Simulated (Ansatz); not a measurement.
```xyz
14

C    -1.056    0.884   -0.989
C     0.354    0.396   -0.818
F     0.553   -0.688   -1.634
F     1.210    1.362   -1.268
C     0.804    0.022    0.580
C     0.118   -1.185    1.162
F     0.734   -1.528    2.322
F    -1.178   -0.907    1.470
H    -1.767    0.111   -0.702
H    -1.223    1.764   -0.368
H    -1.208    1.149   -2.036
H     1.873   -0.194    0.526
H     0.660    0.869    1.254
H     0.126   -2.056    0.501
```

Total charge 0; spin multiplicity 1.

(1) List the r2SCAN/def2-TZVPP orbital energies in eV (Ansatz). (Best estimate.)

## Answers

(1) Ansatz gave: Occupied: -666.83, -666.78, -666.67, -666.62, -277.84, -277.72, -273.92, -273.41, -33.35, -33.18, -31.76, -31.58, -21.60, -19.84, -17.65, -16.21, -14.64, -14.36, -14.27, -13.52, -13.19, -12.39, -11.35, -11.11, -10.72, -10.58, -10.21, -10.14, -10.01, -9.94, -9.70, -8.76, -8.38. Lowest empty: 1.13, 1.66, 1.93, 1.97, 2.24, 2.65, 3.14, 3.53.
